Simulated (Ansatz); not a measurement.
C3H4O, SMILES `OC1=CC1` (H–O–C–C torsion 180°) (charge 0, multiplicity 1).

These are frozen-core CCSD(T)/cc-pVTZ // B3LYP-D3(BJ)/def2-TZVP (Ansatz, a first-principles code) values and carry that method's errors.

Ansatz 0.2 input:
```yaml
crystal:
  periodic: [false, false, false]
  atoms:
    - { symbol: O, position_ang: [1.783266, 0.241214, 0.436226] }
    - { symbol: C, position_ang: [0.480371, 0.267251, 0.141052] }
    - { symbol: C, position_ang: [-0.596064, 0.956302, 0.011731] }
    - { symbol: C, position_ang: [-0.68032, -0.553904, -0.266732] }
    - { symbol: H, position_ang: [2.103988, -0.664873, 0.354515] }
    - { symbol: H, position_ang: [-1.15693, 1.869629, 0.03951] }
    - { symbol: H, position_ang: [-0.765471, -0.907352, -1.296183] }
    - { symbol: H, position_ang: [-1.16884, -1.208268, 0.457902] }
basis:
  gaussian: { orbitals: cc-pVTZ }
correlation:
  method: ccsd_t
```

Output:

```
Functional definition: HF
1014 factors; integrals over basis functions are off by at most 8.8e-4 eV
mean field evaluation 1: about -5188.1297 eV, gradient 3.3e1 eV
mean field evaluation 2: about -5188.1346 eV, gradient 3.3e1 eV
mean field evaluation 4: about -5190.6561 eV, gradient 3.2e0 eV
mean field evaluation 8: about -5190.6891 eV, gradient 2.9e-4 eV
mean field evaluation 16: about -5190.6850 eV, gradient 2.1e-1 eV
mean field -5190.68906119 eV, -190.7543046233 hartree, gradient 2.1e-6 eV, S^2 0.000000; 0 other end points of the search recorded, 0 dependent functions left out
4 core orbitals not correlated
reference -5190.68906119 eV, -190.7543046233 hartree; 11, 11 occupied and 161, 161 virtual orbitals, 1014 factors
second order -19.62644894 eV of doubles, -0.00000000 eV of singles
cycle   1  -19.53292663 eV  change    9.4e-2 eV  update   9.2e-2
cycle   2  -20.00700534 eV  change   -4.7e-1 eV  update   2.8e-2
cycle   3  -20.11378717 eV  change   -1.1e-1 eV  update   1.4e-2
cycle   4  -20.10530441 eV  change    8.5e-3 eV  update   3.4e-3
cycle   5  -20.10593747 eV  change   -6.3e-4 eV  update   1.4e-3
cycle   6  -20.10654588 eV  change   -6.1e-4 eV  update   3.8e-4
cycle   7  -20.10632432 eV  change    2.2e-4 eV  update   1.3e-4
cycle   8  -20.10626427 eV  change    6.0e-5 eV  update   4.2e-5
cycle   9  -20.10627300 eV  change   -8.7e-6 eV  update   1.4e-5
perturbative correction -0.91541750 eV, -0.0336409725 hartree
Total energy: -5211.71075169 eV, -191.5268375002 hartree
```
